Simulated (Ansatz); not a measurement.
Reaction (ligand exchange at the Si–O bond): `[OH][AlH][SiH2]O` + PH₃ → `[OH][AlH][SiH2]P` + H₂O

Isolated molecules relaxed with PBE0-D4/def2-TZVP in Ansatz; ΔE leaves out vibrations. CCSD(T)/CBS is the MP2 limit (def2-TZVPP, def2-QZVPP) plus CCSD(T) − MP2 in def2-TZVPP, frozen cores. This one scheme is used for every species. DFT in def2-TZVPP. B3LYP here is the variant with VWN-RPA as its local correlation; programs differ in this. HSE06 is defined as in plane-wave codes. Each species was taken in one conformer, which may not be the lowest.

```csv
level,ΔE (kJ/mol),difference from CCSD(T)/CBS
LDA (SPW92),34.3,-6.5
PBE-D4,29.2,-11.6
revPBE-D4,27.5,-13.3
BLYP-D4,45.1,4.3
r2SCAN-D4,41.0,0.2
B97M-V,42.4,1.6
PBE0-D4,31.4,-9.4
B3LYP-D4,46.6,5.8
r2SCANh-D4,40.7,-0.1
r2SCAN0-D4,40.5,-0.3
BHLYP-D4,51.2,10.4
ωB97X-V,47.8,7.0
ωB97M-V,47.9,7.1
B2PLYP,51.4,10.6
PBE-QIDH,39.1,-1.7
PBE,33.3,-7.5
revPBE,33.3,-7.5
BLYP,53.0,12.2
r2SCAN,42.0,1.2
PBE0,35.1,-5.7
B3LYP,53.4,12.6
r2SCANh,41.9,1.1
r2SCAN0,41.9,1.1
HSE06,34.7,-6.1
BHLYP,58.5,17.7
CAM-B3LYP,59.2,18.4
LC-ωPBE,44.0,3.2
HF/def2-SVP,55.5,14.7
CCSD/def2-SVP,42.6,1.8
CCSD(T)/def2-SVP,40.3,-0.5
HF/def2-TZVPP,67.5,26.7
MP2/def2-TZVPP,43.8,3.0
SCS-MP2/def2-TZVPP,51.6,10.8
CCSD/def2-TZVPP,48.4,7.6
HF/def2-QZVPP,68.7,27.9
MP2/def2-QZVPP,42.0,1.2
SCS-MP2/def2-QZVPP,49.8,9.0
HF/CBS(def2),68.8,28.0
MP2/CBS(def2),40.1,-0.7
CCSD/CBS(def2),44.7,3.9
CCSD(T)/CBS,40.8,0
```

Problem. What do rigid-rotor, harmonic-oscillator terms from PBE0-D4/def2-TZVP frequencies (298.15 K, 1 bar) make of the CCSD(T)/CBS value? (Best estimate.)

Solution. Ansatz gave: ΔZPE = +3.5 kJ/mol, ΔH = +46.1 kJ/mol, ΔS = 4 J/(mol·K), ΔG = +44.7 kJ/mol. Modes under 50 cm⁻¹ make the entropy rough.

Largest T1 diagnostic among the species: 0.014.

Leaving LDA and LC-ωPBE aside and taking each functional with its dispersion term where it has one, the values, not all of them listed here, spread over 27.5 kJ/mol, from revPBE-D4 to CAM-B3LYP-D4. From BLYP to BHLYP (50 % exact exchange), in def2-TZVPP and without D4, ΔE moves by +5.5 kJ/mol. The D4 term adds −6.8 kJ/mol with B3LYP and −3.7 kJ/mol with PBE0; it sums over pairs of atoms, weighted by their polarisabilities, and B3LYP, whose exchange is more repulsive, gets the larger term.
